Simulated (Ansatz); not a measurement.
Basis-set extrapolation for C₇H₁₄O₂, SMILES `CCOC(=O)C(C)CC` (PBE0-D4/def2-TZVP geometry, frozen core, the Gaussian-basis code of Ansatz). Multiplicity 1, RHF reference.

|  | def2-TZVPP | def2-QZVPP |
| --- | --- | --- |
| HF | -423.146006 | -423.165393 |
| MP2 correlation | -1.666956 | -1.779622 |
| CCSD(T) correlation | -1.805680 | not run |

Energies in hartree. Use E(X) = E(∞) + A·exp(−7.88·√X) for Hartree–Fock and E(X) = E(∞) + B·X^(−2.97) for correlation, with X = 3 and 4, and add CCSD(T) minus MP2 of the smaller set to the MP2 limit.

What is the CCSD(T) energy at the basis-set limit?

HF limit: -423.165393 + (-0.019387) × 0.13774 = -423.16806. MP2 limit: -1.779622 + (-0.112666) × 0.74074 = -1.86308. Higher-order term: -1.805680 − (-1.666956) = -0.13872. Total: -425.16986 hartree, 572.8 kJ/mol below CCSD(T)/def2-TZVPP.
